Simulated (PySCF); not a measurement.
A GIAO shielding run with PySCF 2.14 (density fitting, non-relativistic, gas phase) on `[H]/N=C/C(=C/C#C)[SiH](C)C`, C7H11NSi:

```
$ OMP_NUM_THREADS=1 python probes_run.py task.json out

{"job": {"kind": "nmr", "xc": "PBE0", "basis": "pcSseg-1"}, "charge": 0, "multiplicity": 1}
C      1.598528    -2.038029     1.569567
C      1.611096    -0.977168     1.000412
C      1.673976     0.260737     0.349960
C      0.636560     0.855210    -0.276119
C      0.871850     2.146872    -0.904730
N      2.004682     2.706122    -0.873085
Si    -1.099100     0.091318    -0.371404
C     -1.012896    -1.577904    -1.278809
C     -1.794199    -0.135846     1.383871
H      1.576633    -2.964072     2.063139
H      2.637128     0.759551     0.362595
H     -0.009357     2.579680    -1.398988
H      2.060725     3.605692    -1.343621
H     -1.962241     1.020048    -1.127654
H     -0.391636    -2.284363    -0.736402
H     -0.594173    -1.468923    -2.274856
H     -2.000865    -2.015669    -1.383778
H     -1.826776     0.805652     1.923918
H     -1.181575    -0.823725     1.958689
H     -2.803508    -0.534504     1.354260
```

Hardware: 1 thread of an Arm Neoverse N1, shared host. The job also computes population analyses, field gradients.

Q: How large is the calculation?

A: 74 electrons, 215 basis functions and 1128 auxiliary functions.

Q: How long does it take, and how much memory does it need?

A: 88 s of wall time, with 15 SCF cycles and 5 response iterations; peak memory 1 GiB. Times on a shared host scatter by some tens of per cent.
